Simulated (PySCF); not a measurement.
Adding and removing an electron: CdI

UHF-MP2; basis Cd def2-SVP with ECP28, I def2-SVP with ECP28; scalar-relativistic core potentials; PySCF 2.14. Neutral (UHF): doublet (σ ↑), Re = 2.667 Å, ωe = 192 cm⁻¹, De = 1.14 eV.

CdI⁺ (RHF): singlet (closed shell), Re = 2.560 Å, ωe = 229 cm⁻¹, De = 1.70 eV to Cd⁺ + I. The energies at the minima are -463.99891 hartree for CdI and -463.70707 for CdI⁺.

(1) Work out the adiabatic ionisation energy, without and with harmonic zero-point energies (1 hartree = 27.2114 eV, 1 eV = 8065.5 cm⁻¹), and the change of the bond length.

Correlated steps freeze 4 core orbitals. Correlated levels converge slowly with the basis: in double zeta they bind strong bonds too weakly, by up to about 1 eV, and carry superposition errors of some tenths. Spin–orbit coupling is left out, which matters for elements this heavy, above all for dissociation energies. For an ion De counts to the pair picked by the measured ionisation energies or electron affinities, which need not be the lowest pair at this level. Where the molecule has an RHF reference, its open-shell atoms are computed with UHF. States were picked by a PBE0 search and need not be the measured ground states.

Neutral and ion stand on different kinds of reference determinant, which adds to the error of the difference.

## Answers

(1) At MP2: 0.29184 hartree = 7.941 eV between the minima; the zero-point term (229.0 − 192.0)/2 cm⁻¹ = +0.002 eV makes it 7.944 eV. Re changes by -10.7 pm against the neutral. The electron leaves a σ orbital, and the shorter bond of the ion fits an antibonding orbital, or a change in how ionic the bond is.
